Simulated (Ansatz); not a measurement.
`[OH][AlH][NH][SiH3]` + HCl → `[OH][AlH][Cl]` + `N[SiH3]` at 298.15 K and 1 bar (ligand exchange at the Al–N bond).

Isolated molecules relaxed with PBE0-D4/def2-TZVP in Ansatz; ΔE leaves out vibrations. CBS: MP2 limit from def2 TZ/QZ plus the TZ coupled-cluster correction, frozen cores. This one scheme is used for every species. One conformer a species, not always the lowest.

```
              species  CCSD(T)/CBS energy (Eh)  H − E (kJ/mol)  S (J/(mol·K))
`[OH][AlH][NH][SiH3]`               -664.69394           184.0          349.3
                  HCl               -460.38127            26.6          186.8
      `[OH][AlH][Cl]`               -778.29577            72.5          288.8
            `N[SiH3]`               -346.80422           145.7          264.3
```

H − E and S are ideal-gas, rigid-rotor, harmonic terms from PBE0-D4/def2-TZVP, for one conformer and one mirror image of each species. 1 Eh = 2625.50 kJ/mol, R = 8.31446 J/(mol·K).

Question: By hand: ΔE, ΔH, ΔS and ΔG.

Answer: ΔE = (-778.29577) + (-346.80422) − (-664.69394) − (-460.38127) = -0.02478 Eh = -65.1 kJ/mol. Δ(H − E) = 72.5 + 145.7 − 184.0 − 26.6 = 7.6, so ΔH = -57.5 kJ/mol. ΔS = 288.8 + 264.3 − 349.3 − 186.8 = 17.0 J/(mol·K). ΔG = -57.5 − 298.15 × (17.0)/1000 = -62.6 kJ/mol.

Question: By hand: the equilibrium constant, and the temperature at which ΔG would vanish if ΔH and ΔS stayed fixed.

Answer: log₁₀ K = −ΔG/(RT ln 10) = 11.0. ΔH and −TΔS have one sign here, so there is no such temperature.

ΔH outweighs TΔS. A doubt of 5 kJ/mol in ΔE shifts log₁₀ K by 0.9 here. Other conformers and mirror images would add mixing entropy, several J/(mol·K) or more a flexible species. Modes under 60 cm⁻¹, often nearly free rotors, make the harmonic entropy too high. These are equilibria of isolated gas molecules and say nothing of rates. Largest T1 diagnostic: 0.012 (customary marks: 0.02 for closed shells, 0.045 for open ones).
